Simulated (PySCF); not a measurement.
Worked example: oscillator strength and radiative lifetime

GeH4N2, SMILES [NH2][Ge][NH2] (connectivity only; charge and spin as stated), neutral, multiplicity 1.

The structure is a stationary point at ωB97X-D3(BJ)/def2-TZVP. One conformer was computed; it need not be the lowest.

TDDFT-CAM-B3LYP/def2-SVPD in PySCF puts the first singlet state with f over 0.02 at 5.24 eV (vertical), with the transition dipole (-0.813, 0.000, 0.000) in atomic units.

Find the oscillator strength, the wavelength and the radiative lifetime that this transition would have in vacuum if emission retraced absorption.


|μ|² = 0.6610 au, so |μ| = 2.07 D. ΔE = 5.24/27.211 = 0.1926 hartree. f = (2/3) ΔE |μ|² = 0.085 (the program prints 0.085).
λ = 1239.84/5.24 = 237 nm; ν = 42263 cm⁻¹.
Einstein's coefficient A = 0.6670 ν² f s⁻¹ (ν in cm⁻¹) = 1.0e8 s⁻¹, so τ = 1/A = 9.9 ns. This state is S1. The figure is the radiative limit of this one transition; relaxation, internal conversion, crossing to triplets and a medium change what is measured.
